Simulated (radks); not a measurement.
Charge is removed step by step from the 1s down level of the nitrogen ion N+, starting from 1s(up 1, down 1) 2s2 2p2. Method: scalar-relativistic Kohn-Sham, LDA (Slater exchange, Perdew-Wang correlation), spin-polarised, spherical densities, finite nucleus; open shells are filled with parallel spins first; Fermi nuclear charge, rms radius 2.5582 fm; computed with a radial shooting solver on a logarithmic mesh with Libxc functionals.

removed (e)  E - E(0) (eV)  eigenvalue (eV)  E minus straight line (eV)
0                    0.000          -397.09                       0.000
0.1                 40.033          -403.58                      -2.669
0.2                 80.713          -410.01                      -4.692
0.3                 122.03          -416.35                      -6.075
0.4                 163.98          -422.54                      -6.832
0.5                 206.53          -428.55                      -6.979
0.6                 249.67          -434.27                      -6.538
0.7                 293.37          -439.58                      -5.545
0.8                 337.57          -444.27                      -4.048
0.9                 382.18          -447.81                      -2.134
1                   427.02          -447.37                       0.000

Removing the whole electron costs 427.02 eV by Delta-SCF, against 397.09 eV from minus the eigenvalue at the starting occupation. Slater's transition state (half an electron removed) gives 428.55 eV. Integrating minus the eigenvalue over the occupation (Janak's theorem) gives 427.00 eV. In this scalar-relativistic scheme the density is built from large components alone, so the theorem holds only approximately. The mean slope of the eigenvalue, de/dn, is 50.3 eV per electron.
